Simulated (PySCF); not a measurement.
Cost of one run: geometry optimisation, `[CH3][Ge]([CH3])([CH3])[Cl]`.

Method: PBE0-D3(BJ)/def2-SVP geometry optimisation, gas phase (PySCF 2.14.0). Work: geometry optimisation from a GFN2-xTB start shaken at random, density fitting. A driver script takes a list of jobs; this job's settings line and coordinates (Å) are shown.

Input:
```
{"job": {"xc": "PBE0", "basis": "def2-SVP", "d3": "d3bj", "grid": 1, "maxiter": 30, "shake": 0.01, "kind": "geom"}, "charge": 0, "multiplicity": 1}
C     -0.865740     1.623360    -0.406920
Ge     0.121930     0.114490     0.363480
C      1.737100    -0.319040    -0.704210
C     -0.995150    -1.475970     0.651390
Cl     0.798950     0.739710     2.279490
H     -1.263170     1.402800    -1.401480
H     -1.721280     1.903900     0.221940
H     -0.230000     2.527440    -0.501020
H      2.321930    -1.102020    -0.192620
H      1.484570    -0.649640    -1.683610
H      2.388430     0.553730    -0.773900
H     -1.404480    -1.848350    -0.284330
H     -1.899530    -1.215540     1.282270
H     -0.480720    -2.269940     1.141750
```

Hardware: an Intel Xeon Platinum 8259CL at 2.50 GHz with one thread, shared host with 96 logical CPUs at a one-minute load of 49. PySCF's memory limit was set to 2320 MB.

**Question.** How large is the basis?

**Answer.** 137 functions.

**Question.** How long does the run take?

**Answer.** About 77 s. The run took 7 energy-and-gradient evaluations and 43 SCF cycles, 11 s an evaluation on average.

**Question.** Estimate the peak memory.

**Answer.** About 0.55 GiB. Peak memory is the resident size of the whole Python process, interpreter and libraries included.

The host was shared with other jobs, so the times are rough.

The run converged: final energy -2655.97006 Eh after 6 steps; dipole 2.76 D.
